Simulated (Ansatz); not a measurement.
Stepwise reaction of `[NH2][Al]([Cl])[Cl]` with methanol, as a gas-phase model of exchange steps in deposition or etching. ΔE in kJ/mol.

Isolated molecules relaxed with PBE0-D4/def2-TZVP in Ansatz; ΔE leaves out vibrations. CCSD(T)/CBS adds triple-zeta CCSD(T) − MP2 to the extrapolated MP2 energy (def2 sets, frozen cores). This one scheme is used for every species. Functionals use def2-TZVPP. B3LYP here is the variant with VWN-RPA as its local correlation; programs differ in this. One conformer a species, not always the lowest.

```json
{"step": "1", "reaction": "`[NH2][Al]([Cl])[Cl]` + CH₃OH → `C[O][Al]([NH2])[Cl]` + HCl", "PBE-D4": "31.4", "B3LYP-D4": "25.0", "ωB97M-V": "29.3", "CCSD(T)/CBS": "29.5"}
{"step": "2", "reaction": "`C[O][Al]([NH2])[Cl]` + CH₃OH → `C[O][Al]([NH2])[O]C` + HCl", "PBE-D4": "43.1", "B3LYP-D4": "36.8", "ωB97M-V": "42.0", "CCSD(T)/CBS": "41.7"}
```

Q: By hand: ΔE of the 2 steps together at CCSD(T)/CBS.

A: (29.5) + (41.7) = 71.2 kJ/mol, or 35.6 kJ/mol a step.

In ΔE each step is higher than the one before. All are uphill at CCSD(T)/CBS. PBE-D4 differs from CCSD(T)/CBS by 1.4 to 1.9 kJ/mol a step. Isolated molecules leave out the surface, adducts and barriers. Largest T1 diagnostic: 0.011.
